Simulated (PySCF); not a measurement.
Species: propiophenone, C₉H₁₀O.
Bonds: C1–C2, C2–C3, C3–O4 (double), C3–C5, C5–C6 (aromatic), C6–C7 (aromatic), C7–C8 (aromatic), C8–C9 (aromatic), C9–C10 (aromatic), C5–C10 (aromatic). Hydrogens: H11, H12, H13 on C1; H14, H15 on C2; H16 on C6; H17 on C7; H18 on C8; H19 on C9; H20 on C10.

Level: PBE0/pcSseg-1 in PySCF, non-relativistic, on one gas-phase PBE0-D3(BJ)/def2-SVP geometry that isn't relaxed in the solvent. The solvent is an IEF-PCM continuum (Bondi radii, 1.10 Å for H, scaled by 1.2). Specific hydrogen bonds and non-electrostatic terms are outside this model.

Gas phase at PBE0/pcSseg-1: HOMO -7.37 eV, LUMO -1.63 eV, dipole 2.92 D.

**Question.** What does the continuum do to the energy, the frontier levels and the dipole at PBE0/pcSseg-1 in chloroform and dichloromethane?

**Answer.** 
| solvent | ε | E(solvent) − E(gas) (kcal/mol) | polarisation term (kcal/mol) | distortion of the solute (kcal/mol) | HOMO (eV) | LUMO (eV) | dipole (D) |
| --- | --- | --- | --- | --- | --- | --- | --- |
| chloroform | 4.711 | -4.23 | -4.81 | 0.58 | -7.48 | -1.65 | 3.78 |
| dichloromethane | 8.93 | -5.12 | -6.00 | 0.88 | -7.51 | -1.66 | 3.98 |

The polarisation term is half the interaction of the solute with the surface charges that it induces; the rest is the cost of distorting the solute's density. The sum is the electrostatic part of solvation alone. From chloroform to dichloromethane the lowering changes by a factor 1.21, Onsager's factor (ε − 1)/(2ε + 1) by 1.18 and ε itself by 1.9.

**Question.** Which radius a makes the point-dipole formula ΔE = −[(ε − 1)/(2ε + 1)]·μ²/a³ give the value in dichloromethane, with the gas-phase dipole?

**Answer.** μ = 1.151 au and |ΔE| = 0.00816 Eh give a = 2.16 Å; the farthest nucleus lies 4.31 Å from the centroid of the nuclei, so such a sphere wouldn't even hold the nuclei. The formula assumes a rigid point dipole at the centre of a sphere.

**Question.** Which ESP-fitted charges (PBE0/pcSseg-1) respond most in chloroform (means over atoms taken as equivalent)?

**Answer.** 
| atoms | environment | gas (e) | solvent (e) | change |
| --- | --- | --- | --- | --- |
| O4 | ketone oxygen | -0.475 | -0.523 | -0.048 |
| C3 | ketone carbonyl carbon | +0.514 | +0.535 | +0.021 |
| C5 | substituted aromatic carbon | -0.206 | -0.225 | -0.019 |
| H17/H19 | aromatic hydrogen | +0.154 | +0.166 | +0.012 |
| H18 | aromatic hydrogen | +0.138 | +0.149 | +0.011 |
| C7/C9 | aromatic CH carbon | -0.202 | -0.213 | -0.011 |
| C2 | sp3 carbon next to a carbonyl | +0.100 | +0.111 | +0.011 |
| C1 | methyl carbon | -0.466 | -0.477 | -0.011 |
| H14/H15 | methylene hydrogen | +0.022 | +0.032 | +0.010 |
| H16/H20 | aromatic hydrogen | +0.114 | +0.121 | +0.007 |
| C8 | aromatic CH carbon | -0.079 | -0.080 | -0.001 |
| C6/C10 | aromatic CH carbon | -0.036 | -0.037 | -0.001 |

**Question.** Which Mayer bond orders change most in chloroform?

**Answer.** 
```json
{"bond": "C3–O4", "length (Å)": "1.212", "gas": "1.997", "solvent": "1.967", "change": "-0.030"}
{"bond": "C10–C5", "length (Å)": "1.401", "gas": "1.416", "solvent": "1.401", "change": "-0.015"}
{"bond": "C2–C3", "length (Å)": "1.514", "gas": "0.986", "solvent": "0.996", "change": "+0.010"}
{"bond": "C3–C5", "length (Å)": "1.498", "gas": "0.958", "solvent": "0.967", "change": "+0.009"}
{"bond": "C2–H14", "length (Å)": "1.104", "gas": "0.920", "solvent": "0.915", "change": "-0.005"}
{"bond": "C7–C8", "length (Å)": "1.394", "gas": "1.432", "solvent": "1.427", "change": "-0.005"}
{"bond": "C9–C10", "length (Å)": "1.390", "gas": "1.435", "solvent": "1.439", "change": "+0.004"}
{"bond": "C2–H15", "length (Å)": "1.104", "gas": "0.918", "solvent": "0.914", "change": "-0.004"}
```

Conformer computed: `[CH3:1][CH2:2][C:3](=[O:4])[c:5]1[cH:6][cH:7][cH:8][cH:9][cH:10]1`: C1–C2–C3–O4 -1°, C2–C3–C5–C6 1°.
